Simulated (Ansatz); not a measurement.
Stretching the Al1–H2 bond in CH6AlN (SMILES [CH3][AlH][NH2]) (multiplicity 1 held, fragments rigid). Energies count from the point at 1.581 Å.
Geometry at that point (charge 0, multiplicity 1):
```tsv
atom	x (Å)	y (Å)	z (Å)
Al	-0.2745	-0.2812	-0.3303
H	-1.1231	-1.1223	-1.3657
C	0.1400	1.6144	-0.5556
H	0.6936	1.7892	-1.4830
H	0.7370	2.0150	0.2668
H	-0.7739	2.2122	-0.6237
N	0.3128	-1.1502	1.1003
H	0.8635	-0.7469	1.8423
H	0.1416	-2.1260	1.2883
```

Restricted levels (R-, RO-) in cc, def2 and unpolarised 6-31G sets keep to the state of the molecule at rest. Unrestricted levels (U-) break spin symmetry where that is lower. Active spaces are followed from a long bond inwards. Levels need not reach the same state.

Cores are frozen in the correlated methods.

Programs: Ansatz (Gaussian orbitals). 

Energies in kcal/mol.

```
R (Å)  U-SCS-MP2/cc-pV(D+d)Z  R-CCSD(T)/cc-pV(D+d)Z  CASSCF(2,2)/cc-pV(D+d)Z  FIC-MRCISD on CASSCF(2,2)/cc-pV(D+d)Z  FIC-MRCISD+Q on CASSCF(2,2)/cc-pV(D+d)Z
-----  ---------------------  ---------------------  -----------------------  -------------------------------------  ---------------------------------------
1.265                   25.0                   25.1                     26.8                                   25.2                                     25.0
1.423                    5.0                    5.1                      6.1                                    5.2                                      5.1
1.581                    0.0                    0.0                      0.0                                    0.0                                      0.0
1.739                    3.2                    3.0                      1.9                                    2.8                                      3.0
1.897                   10.7                   10.2                      8.0                                    9.8                                     10.2
2.134                   25.6                   24.2                     20.5                                   23.5                                     24.2
2.372                   42.7                   38.7                     33.6                                   37.6                                     38.6
2.767                   70.6                   59.1                     52.3                                   57.7                                     58.8
3.162                   80.3                   72.7                     65.3                                   71.4                                     72.6
3.636                   84.1                   80.1                     73.6                                   80.1                                     81.4
4.269                   85.4                   79.8                     77.5                                   84.1                                     85.4
5.059                   85.7                   75.0                     78.4                                   85.1                                     86.5
```

Doubts at one or more of the structures used: a spin-contaminated determinant (U-SCS-MP2/cc-pV(D+d)Z); a restricted determinant that unrestricted orbitals would lower (R-CCSD(T)/cc-pV(D+d)Z); other coupled-cluster roots lie near (R-CCSD(T)/cc-pV(D+d)Z); T1 above 0.05 (R-CCSD(T)/cc-pV(D+d)Z).

Ansatz is an electronic-structure program.
